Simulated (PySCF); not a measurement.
Isomers C$_{7}$H$_{7}$Cl:

A. SMILES C[C@]12C=C[C@@]1(Cl)C=C2
B. `C#C/C=C/C/C=C/Cl`
C. SMILES c1(Cl)ccc(C)cc1
D. ortho-Chlorotoluene

Spectrum 1. 1H NMR (500 MHz, computed): δ 6.30 (m, 1H), 6.18 (d, 1H), 5.91 (m, 1H), 5.77 (m, 1H), 2.94 (m, 2H), 2.63 (d, 1H). 13C{1H} NMR (computed): δ 153.6 (CH), 139.7 (CH), 132.5 (CH), 117.5 (CH), 88.1 (CH), 86.3 (C), 41.9 (CH2).

Spectrum 2. 1H NMR (500 MHz, computed): δ 7.62 (d, 1H), 7.53 (m, 1H), 7.45 (m, 1H), 7.40 (m, 1H), 2.48 (s, 3H). 13C{1H} NMR (computed): δ 145.7 (C), 142.4 (C), 135.7 (CH), 135.1 (CH), 132.5 (CH), 132.0 (CH), 23.9 (CH3).

Spectrum 3. 1H NMR (500 MHz, computed): δ 7.52 (m, 2H), 7.42 (m, 2H), 2.45 (s, 3H). 13C{1H} NMR (computed): δ 142.8 (C), 141.5 (C), 135.5 (CH), 134.8 (CH), 23.4 (CH3).

Spectrum 4. 1H NMR (500 MHz, computed): δ 7.02 (d, 2H), 6.71 (d, 2H), 1.54 (s, 3H). 13C{1H} NMR (computed): δ 159.3 (CH), 153.8 (CH), 76.5 (C), 67.1 (C), 15.0 (CH3).

Method: GIAO PBE0/pcSseg-1 shieldings, coordinates at the GFN2-xTB level, in PySCF 2.14.0 with density-fitted response routines (one averaged value for each set of equivalent atoms, in vacuum, single conformer, non-relativistic Hamiltonian).

Scale: 1H (σ = 31.72 ppm) and 13C (σ = 186.93 ppm) vs TMS (reference shieldings calculated alike). Where no couplings were computed, multiplicities follow the n + 1 count of equivalent neighbours, and m marks all less simple cases (inequivalent or close neighbours, rings, F or P nearby). Shifts are as computed. Against solution values, carbons near 30 ppm lie about +3 ppm off and those near 130 ppm about +5 ppm; carbons on Cl a further +6 ppm. Of 1211 compounds with measured shifts, 218 miss one by over three times the rms of a fit or turn the order of signals round; such compounds aren't used in these exercises. Carbons bonded to Cl come out too deshielded.

Match each spectrum to its structure.

## Answers

1–B, 2–D, 3–C, 4–A.

- Spectrum 1 (B): 7 13C signals; δC 153.6 is an alkene CH; δC 139.7 is an alkene CH.
- Spectrum 2 (D): 7 13C signals; δC 135.7 is an aromatic CH; δC 135.1 is an aromatic CH.
- Spectrum 3 (C): 5 13C signals; δC 135.5 is an aromatic CH; δC 134.8 is an aromatic CH.
- Spectrum 4 (A): 5 13C signals; δC 159.3 is an alkene CH; δC 153.8 is an alkene CH.
